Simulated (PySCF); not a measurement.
A thermochemical cycle for NaGe

PBE0 in PySCF with def2-SVPD on every atom, for the lowest determinant that a PBE0 search found; no spin–orbit coupling. NaGe, a quartet (σ ↑, π ↑↑), has De = 1.36 eV to neutral atoms, and NaGe⁺, a triplet (σ ↑, π ↑), has De = 0.56 eV to Na⁺ + Ge.

The adiabatic ionisation energy of NaGe, between the minima, is 6.02 eV.

Task: Which ionisation energy of the Na atom does this level give?

Result: IE(Na) = IE(molecule) + De(ion) − De(neutral) = 6.02 + 0.56 − 1.36 = 5.22 eV; the measured value is 5.139 eV (NIST ASD).

Spin–orbit coupling is left out. For an ion De counts to the pair picked by the measured ionisation energies or electron affinities, which need not be the lowest pair at this level. States were picked by a PBE0 search and need not be the measured ground states.
